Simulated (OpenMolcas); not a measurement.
## Kr4+: effect of the IPEA shift

| Quantity | Value |
| --- | --- |
| Program | OpenMolcas |
| Basis | ANO-RCC-VTZP [6s5p3d1f] |
| Scalar Hamiltonian | DKH2, point nucleus |
| Active space | 4 electrons in 9 orbitals (RAS2 4s 4p; RAS3 4d, at most 2 electrons) |
| State averaging | 2S+1 = 3 even, 6 roots; 2S+1 = 1 even, 12 roots; 2S+1 = 5 odd, 1 root; 2S+1 = 3 odd, 9 roots; 2S+1 = 1 odd, 8 roots |
| Spin-orbit coupling | state interaction with AMFI integrals over the reference wave functions, term energies averaged over their components |

Methods on the same reference wave functions:
A. RASSCF
B. MS-RASPT2, IPEA 0 Eh, imaginary shift 0.1 Eh (closed shells correlated: 3d)
C. MS-RASPT2, IPEA 0.25 Eh, imaginary shift 0.1 Eh (closed shells correlated: 3d)

Energies in cm⁻¹ above 4s² 4p² ³P₀, the measured ground level; measured values from Saloman, J. Phys. Chem. Ref. Data 36, 215 (2007).

```csv
Level,A,B,C,Measured
4s² 4p² ³P₀,0.0,0.0,0.0,0.0
4s² 4p² ³P₁,3222,3280,3280,3743
4s² 4p² ³P₂,6950,6910,6910,7595
4s² 4p² ¹D₂,21152,19530,19550,19723
4s² 4p² ¹S₀,41434,39440,39530,39204
4s 4p³ ⁵S°₂,90080,93000,92990,
4s 4p³ ³D°₁,127104,127390,127490,129658
4s 4p³ ³D°₂,127134,127440,127530,129779
4s 4p³ ³D°₃,128039,128360,128450,131016
4s 4p³ ³P°₀,146509,146370,146500,147925
4s 4p³ ³P°₁,146732,146600,146730,148287
4s 4p³ ³P°₂,146969,146840,146960,148668
4s 4p³ ¹D°₂,163880,162590,162720,163387
```

Deviations, from unrounded energies. A percentage is the sum of absolute deviations over the sum of measured energies, with the sign that they share, or ± where signs differ.

```
                        Against measurement  Levels      A      B      C
             mean absolute deviation (cm-1)      11   1700   1300   1300
      fine structure of the ground term (%)       2  -10.3  -10.1  -10.1
other terms of the ground configuration (%)       2   +6.2   ±0.7   ±0.8
                   other configurations (%)       7   ±1.3   -1.3   -1.2
```

B, C lie about equally close to measurement and A furthest from it. The largest miss of C in the table is 4s 4p³ ³D°₃, by -2600 cm-1. The ranking rests on the paired levels alone, and a cruder setting can come out closer through cancelling errors.

Between B and C the level of the table that moves most is 4s 4p³ ¹D°₂, by 130 cm-1 (lowest in B, highest in C). Moves below CASPT2's spread within the term are not significant.

From A to B the spin-free energies of the other terms of 4s² 4p² shown, above ³P, scale by factors of 0.88 to 0.94.

The lowest spin-free term lies below A's lowest term by 0.068 hartree in B, 0.067 hartree in C.

CASPT2 breaks the degeneracy within a term, and the mean is taken; among the terms shown or strongly mixed into the levels shown the widest spread is 22 cm-1 (4s 4p³ ³D°, C). Configurations are named by rounded mean occupations; where the s occupation lies near a half they are strongly mixed, a name can repeat and a true partner stay unpaired. Some terms take much of their weight from 4d, a shell meant for correlation, so their names are nominal. Some terms mix strongly with configurations of 4d, whose occupation reaches 0.45 (4s 4p³ ¹D°). Measured partners are found by configuration, term and J. A level has none where our copy of the source lacks it or the pairing is in doubt (some pairs that miss far off the trend of their configuration count as doubtful), and it then counts in no deviation. Levels of configurations outside the active space are missing. Levels that lie high or do not pair safely by name in every column are left out.

° marks odd parity.
